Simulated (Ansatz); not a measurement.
One change: `[Cl][Al]([Cl])[Cl]` becomes `[Cl][Ga]([Cl])[Cl]`.

Ansatz, PBE0-D4/def2-TZVP geometries, multiplicity 1. 

Scalar relativity is left out up to krypton.

```
                                          property  `[Cl][Al]([Cl])[Cl]`
             HOMO–LUMO gap (B3LYP/def2-TZVPP) / eV                  7.55
  size of the dipole moment (B3LYP/def2-TZVPP) / D                  0.00
           HOMO–LUMO gap (ωB97M-V/def2-TZVPP) / eV                 12.11
                HOMO energy (PBE0/def2-TZVPP) / eV                 -9.38
    zero-point energy (PBE0-D4/def2-TZVP) / kJ/mol                  12.7
size of the dipole moment (ωB97M-V/def2-TZVPP) / D                  0.00
```

(1) What does the change do to each property? (Best estimate.)

Results:

(1) Ansatz gave: 
```
                                          property  `[Cl][Ga]([Cl])[Cl]`  shift
             HOMO–LUMO gap (B3LYP/def2-TZVPP) / eV                  6.88  -0.67
  size of the dipole moment (B3LYP/def2-TZVPP) / D                  0.00   0.00
           HOMO–LUMO gap (ωB97M-V/def2-TZVPP) / eV                 11.76  -0.35
                HOMO energy (PBE0/def2-TZVPP) / eV                 -9.46  -0.08
    zero-point energy (PBE0-D4/def2-TZVP) / kJ/mol                  10.2   -2.5
size of the dipole moment (ωB97M-V/def2-TZVPP) / D                  0.00   0.00
```

With PBE0 the HOMO falls by 0.08 eV and the LUMO falls by 0.68 eV, so the gap narrows by about 0.60 eV. PBE moves the HOMO by -0.06 eV and ωB97M-V by -0.11 eV.

B3LYP here is the variant with VWN-RPA as its local correlation; programs differ in this.
